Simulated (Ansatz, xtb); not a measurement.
**Two structures of CH5GeN**

Structure a: `C=[N][GeH3]`, a singlet. Structure b: a singlet given by its coordinates. Both are isolated molecules in the gas phase, relaxed with B3LYP-D4/def2-TZVP.

a (Å):

```xyz
8

C    -0.7294   -0.9250    2.4769
Ge    0.1892   -1.5287   -0.0256
N    -1.0575   -0.9791    1.2619
H    -1.4635   -0.6031    3.2237
H     0.2643   -1.1806    2.8769
H     0.3432   -0.3775   -1.0303
H    -0.3918   -2.7684   -0.7211
H     1.5453   -1.8593    0.6429
```

b (Å):

```xyz
8

C    -0.8089   -1.0146    1.4958
Ge    1.0486   -1.3073    2.2779
N    -0.0709   -1.8871    0.5405
H    -1.1184   -0.0776    1.0485
H    -1.6417   -1.5414    1.9496
H    -0.4360   -2.8204    0.4202
H     0.1504   -1.4638   -0.3481
H     1.6400   -0.0973    1.4027
```

Close contacts (Å): C1–Ge2 2.04, C1–N3 1.49, Ge2–N3 2.15, C1–H4 1.08, C1–H5 1.08, Ge2–H8 1.61, N3–H6 1.01, N3–H7 1.01.

Quicker runs give these differences E(b) − E(a): GFN2-xTB −32.2 kJ/mol; HF/STO-3G +104.5 kJ/mol (at GFN2-xTB geometries); r2SCAN-D4/def2-SVP −7.1 kJ/mol (at GFN2-xTB geometries).

Q: Estimate which is lower in electronic energy at CCSD(T)/def2-TZVP, and by roughly how much.

A: The CCSD(T)/def2-TZVP calculation puts structure a lower, by 25.0 kJ/mol.

How the difference moves with the method:

| level | geometry | E(b) − E(a) (kJ/mol) | departure from the last row (kJ/mol) | job, with rough time for the two |
| --- | --- | --- | --- | --- |
| GFN2-xTB | GFN2-xTB | −32.2 | −57.2 | optimisation, 0.79 s |
| HF/STO-3G | GFN2-xTB | +104.5 | +79.5 | single point, 1.5 s |
| r2SCAN-D4/def2-SVP | GFN2-xTB | −7.1 | −32.2 | single point, 5.8 s |
| B3LYP-D4/def2-TZVP | B3LYP-D4/def2-TZVP | +9.1 | −15.9 | optimisation, 1.8 min |
| HF/def2-TZVP | B3LYP-D4/def2-TZVP | +49.1 | +24.0 | part of the CCSD(T) run |
| MP2/def2-TZVP | B3LYP-D4/def2-TZVP | +21.4 | −3.7 | part of the CCSD(T) run |
| CCSD(T)/def2-TZVP | B3LYP-D4/def2-TZVP | +25.0 |  | single point, 70 s |

GFN2-xTB, r2SCAN-D4/def2-SVP put the two in the other order. The largest departure from CCSD(T)/def2-TZVP is that of HF/STO-3G, 79.5 kJ/mol.

With harmonic frequencies from B3LYP-D4/def2-TZVP (ideal gas, rigid rotor, one conformer each, 200 K, 1 atm): on the last row, ΔE + ΔZPE = +46.1, ΔH = +45.3, ΔG = +46.7 kJ/mol.

The correlated steps freeze 11 core orbitals; the filled d shell of Ge is correlated, in a basis made for valence electrons. Mirror images aren't counted in ΔG. Run with Ansatz 0.2.0, xtb 6.7.1; the last row on 2 threads of Intel(R) Xeon(R) Processor @ 2.50GHz (Skylake/Cascade Lake) on a shared host.
